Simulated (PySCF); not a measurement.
A GIAO shielding run with PySCF 2.14.0 with density-fitted response routines (density fitting, non-relativistic, gas phase) on Potassium Hydride, HK:

```
$ OMP_NUM_THREADS=1 python probes_run.py task.json out

{"job": {"kind": "nmr", "xc": "KT3", "basis": "pcSseg-2", "pop": false}, "charge": 0, "multiplicity": 1}
K      1.140438    -0.032991     0.002750
H     -1.122951     0.004172    -0.014879
```

Hardware: 1 thread of an Arm Neoverse V1, shared host.

Q: How large is the calculation?

A: 20 electrons, 64 basis functions and 224 auxiliary functions.

Q: How long does it take, and how much memory does it need?

A: 1 s of wall time, with 15 SCF cycles; peak memory 0.29 GiB. Times on a shared host scatter by some tens of per cent.

Q: And these other runs on the same molecule and hardware: GIAO shielding at B97-2/pcSseg-2; GIAO shielding at PBE0/pcSseg-2; GIAO shielding at wB97X-D/pcSseg-2?

A: B97-2/pcSseg-2: 64 functions, 0.54 s; PBE0/pcSseg-2: 64 functions, 2.1 s; wB97X-D/pcSseg-2: 64 functions, 0.75 s.
